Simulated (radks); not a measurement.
Charge is removed step by step from the 1s level of Nd6+, starting from [Kr] 4d10 4f2 5s2 5p4. All-electron calculation, scalar-relativistic Kohn-Sham, LDA (Slater exchange, Perdew-Wang correlation), spin-unpolarised, spherical densities, finite nucleus; Fermi nuclear charge, rms radius 4.9123 fm. Program: a radial shooting solver on a logarithmic mesh with Libxc functionals.

| removed (e) | E - E(0) (eV) | eigenvalue (eV) | E minus straight line (eV) |
|---|---|---|---|
| 0 | 0.000 | -43440 | 0.000 |
| 0.1 | 4345.2 | -43525 | -38.303 |
| 0.2 | 8699.0 | -43611 | -68.045 |
| 0.3 | 13061.3 | -43696 | -89.241 |
| 0.4 | 17432.2 | -43782 | -101.908 |
| 0.5 | 21812 | -43867 | -106.063 |
| 0.6 | 26199 | -43951 | -101.727 |
| 0.7 | 30596 | -44036 | -88.924 |
| 0.8 | 35000 | -44120 | -67.681 |
| 0.9 | 39414 | -44204 | -38.028 |
| 1 | 43835 | -44288 | 0.000 |

Removing the whole electron costs 43835 eV by Delta-SCF, against 43440 eV from minus the eigenvalue at the starting occupation. Slater's transition state (half an electron removed) gives 43867 eV. Integrating minus the eigenvalue over the occupation (Janak's theorem) gives 43866 eV. In this scalar-relativistic scheme the density is built from large components alone, so the theorem holds only approximately. The mean slope of the eigenvalue, de/dn, is 848 eV per electron.
